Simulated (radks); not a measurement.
The gold anion Au-, [Hg], held by a Watson sphere: a shell of charge +1 at radius R that stands for the Madelung well of a crystal (potential energy -1/R inside, -1/r outside, in hartree with lengths in bohr). Calculated with a radial shooting solver on a logarithmic mesh with Libxc functionals: scalar-relativistic Kohn-Sham, r2SCAN, spin-polarised, spherical densities, finite nucleus; meta-GGA in the generalised Kohn-Sham scheme; Fermi nuclear charge, rms radius of each element as measured or else 0.836 A^(1/3) + 0.57 fm.

R (bohr)  e(5p) (eV)  e(5d) (eV)  e(6s) (eV)  <r> 6s (bohr)  sum of <r^2> (bohr^2)  X-ray form factor at sin(theta)/lambda = 0.1 1/angstrom
4.66         -59.691      -5.424      -5.048          3.070                  74.69                                                   75.417
4.73         -59.632      -5.362      -4.987          3.077                  74.82                                                   75.414
5.75         -58.866      -4.582      -4.205          3.151                  76.33                                                   75.384
5.99         -58.711      -4.426      -4.047          3.163                  76.59                                                   75.380
6            -58.705      -4.420      -4.041          3.164                  76.60                                                   75.380
6.45         -58.438      -4.152      -3.769          3.183                  77.01                                                   75.374
